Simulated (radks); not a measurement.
Problem. All-electron atom: Pb2+ in [Hg]. Method: scalar-relativistic Kohn-Sham, r2SCAN, spin-polarised, spherical densities, finite nucleus; meta-GGA in the generalised Kohn-Sham scheme; Fermi nuclear charge, rms radius 5.5012 fm; computed with a radial shooting solver on a logarithmic mesh with Libxc functionals. Some entries of the table are withheld. Estimate them.

orbital  occ.  eigenvalue (eV)  r(max) (bohr)
1s          2        -88199.31       0.009845
2s          2        -15820.02        0.05714
2p          6        -13573.54        0.04761
3s          2        -3822.387            (1)
3p          6        -3175.445         0.1612
3d         10        -2513.178            (2)
4s          2        -885.5087         0.3623
4p          6        -672.5884         0.3821
4d         10        -424.5562         0.3883
5s          2        -163.7078         0.7901
4f         14        -151.2402            (3)
5p          6        -104.8615         0.8821
5d         10         -38.5199          1.070
6s          2         -27.6484          1.919
6p          0              (4)          2.377

Solution. 
(1) 3s r(max) (bohr): 0.1610
(2) 3d r(max) (bohr): 0.1315
(3) 4f r(max) (bohr): 0.3508
(4) 6p eigenvalue (eV): -16.6837
